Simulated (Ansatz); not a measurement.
Wavefunction ladder for `C=C[SiH](F)OC`

| atom | x (Å) | y (Å) | z (Å) |
| --- | --- | --- | --- |
| C1 | -1.191 | 1.571 | -0.264 |
| C2 | -0.551 | 0.871 | -1.197 |
| Si3 | 1.003 | -0.069 | -0.842 |
| F4 | 0.960 | -1.393 | -1.742 |
| O5 | 1.130 | -0.455 | 0.733 |
| C6 | 0.244 | -1.286 | 1.453 |
| H7 | -2.092 | 2.139 | -0.479 |
| H8 | -0.837 | 1.610 | 0.763 |
| H9 | -0.950 | 0.873 | -2.210 |
| H10 | 2.241 | 0.659 | -1.184 |
| H11 | 0.437 | -2.339 | 1.230 |
| H12 | 0.410 | -1.117 | 2.518 |
| H13 | -0.803 | -1.064 | 1.221 |

The species carries charge 0 and has multiplicity 1. The geometry is a stationary point of PBE0-D4/def2-TZVP. It is one conformer, not always the lowest. Frozen core, restricted reference, Ansatz 0.2.0. CBS rows extrapolate triple and quadruple zeta; past MP2 they add the triple-zeta difference.

```csv
basis,HF (Eh),MP2 corr.,CCSD corr.,(T),CCSD(T) total
def2-TZVPP,-581.14630,-1.09746,-1.14001,-0.04274,-582.32905
def2-QZVPP,-581.16974,-1.18239,–,–,–
CBS(def2),-581.17296,-1.24531,-1.28787,as TZ,-582.50357
```
